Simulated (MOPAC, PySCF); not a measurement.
C$_{3}$H$_{4}$O, SMILES `C#CCO`, neutral singlet in the gas phase. 

Cartesian coordinates (Å):
```xyz
8

C      1.8003    -0.5093     0.1138
C      0.7093    -0.0586    -0.0869
C     -0.6442     0.4537    -0.3238
O     -1.5311     0.1811     0.7399
H      2.7730    -0.9001     0.2947
H     -0.6109     1.5383    -0.4263
H     -1.0166     0.0431    -1.2681
H     -1.4743    -0.7554     0.9517
```
Charge 0, spin multiplicity 1.

All levels are single points at this geometry (M06-2X/def2-TZVP); Pople sets use spherical d functions. Orbital energies aren't observables, and empty levels follow the basis.

B3LYP/6-31G* in PySCF gives dipole (D) = 1.45.

### Question
Estimate the dipole (D) from each of these levels: B3LYP-D3(BJ)/def2-TZVP in PySCF; M06-2X/def2-TZVP in PySCF; PBE-D3(BJ)/def2-TZVP in PySCF; B3LYP/3-21G in PySCF; B3LYP/6-311+G** in PySCF; BP86/6-31G* in PySCF; PBE/6-31G* in PySCF; SVWN5/6-31G* in PySCF; HF/3-21G in PySCF; HF/6-31G* in PySCF; PM3 in MOPAC; PM7 in MOPAC.

### Answer

```
level                            dipole (D)
-------------------------------  ----------
B3LYP-D3(BJ)/def2-TZVP in PySCF        1.38
M06-2X/def2-TZVP in PySCF              1.44
PBE-D3(BJ)/def2-TZVP in PySCF          1.28
B3LYP/3-21G in PySCF                   1.56
B3LYP/6-311+G** in PySCF               1.54
BP86/6-31G* in PySCF                   1.37
PBE/6-31G* in PySCF                    1.35
SVWN5/6-31G* in PySCF                  1.41
HF/3-21G in PySCF                      1.88
HF/6-31G* in PySCF                     1.70
PM3 in MOPAC                           1.48
PM7 in MOPAC                           1.72
```
